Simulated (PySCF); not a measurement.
Orbital picture of CaI

PBE0 at R = 2.835 Å; Ca x2c-TZVPall, I x2c-TZVPall; spin-free X2C with a Gaussian nucleus (PySCF 2.14). State: ²Σ⁺ (doublet), unpaired electrons σ ↑. Only the outer orbitals are listed, counted within each symmetry.

| spin | orbital | occ. | ε (eV) | on Ca (%) | main shells (%) |
| --- | --- | --- | --- | --- | --- |
| α | 7π | 1 | -30.77 | 100 | 100 Ca p |
| α | 7π | 1 | -30.77 | 100 | 100 Ca p |
| α | 14σ | 1 | -30.68 | 99 | 100 Ca p |
| α | 15σ | 1 | -17.83 | 3 | 97 I s |
| α | 16σ | 1 | -7.73 | 12 | 87 I p, 9 Ca s |
| α | 8π | 1 | -6.93 | 6 | 94 I p |
| α | 8π | 1 | -6.93 | 6 | 94 I p |
| α | 17σ | 1 | -4.55 | 96 | 76 Ca s, 17 Ca p |
| α | 9π | 0 | -1.42 | 100 | 72 Ca p, 28 Ca d |
| α | 9π | 0 | -1.42 | 100 | 72 Ca p, 28 Ca d |
| α | 18σ | 0 | -1.20 | 98 | 58 Ca d, 38 Ca p |
| β | 7π | 1 | -30.68 | 100 | 100 Ca p |
| β | 7π | 1 | -30.68 | 100 | 100 Ca p |
| β | 14σ | 1 | -30.53 | 99 | 100 Ca p |
| β | 15σ | 1 | -17.79 | 3 | 97 I s |
| β | 16σ | 1 | -7.62 | 11 | 88 I p |
| β | 8π | 1 | -6.92 | 6 | 94 I p |
| β | 8π | 1 | -6.92 | 6 | 94 I p |
| β | 17σ | 0 | -2.35 | 97 | 86 Ca s |
| β | 18σ | 0 | -0.53 | 98 | 54 Ca d, 44 Ca p |
| β | 9π | 0 | -0.49 | 100 | 59 Ca p, 41 Ca d |

Task: Which are the highest filled and the lowest empty level, where do they sit, and how wide is the gap?

Result: Highest filled α 17σ at -4.55 eV (in %: 76 Ca s, 17 Ca p); lowest empty β 17σ at -2.35 eV (in %: 86 Ca s); the gap at PBE0 is 2.20 eV.

```json
{"bond order (Mayer)": "0.88", "⟨S²⟩": "0.750", "charge on Ca (Mulliken, basis-dependent)": "0.53", "charge on Ca (Löwdin, basis-dependent)": "0.01", "dipole moment (positive dipole means Ca(−)I(+))": "-4.22 D", "polarisability along the bond": "152.7 bohr³", "polarisability across the bond": "158.6 bohr³"}
```

Spin–orbit coupling is left out. The state was picked by a PBE0 search and need not be the measured ground state.
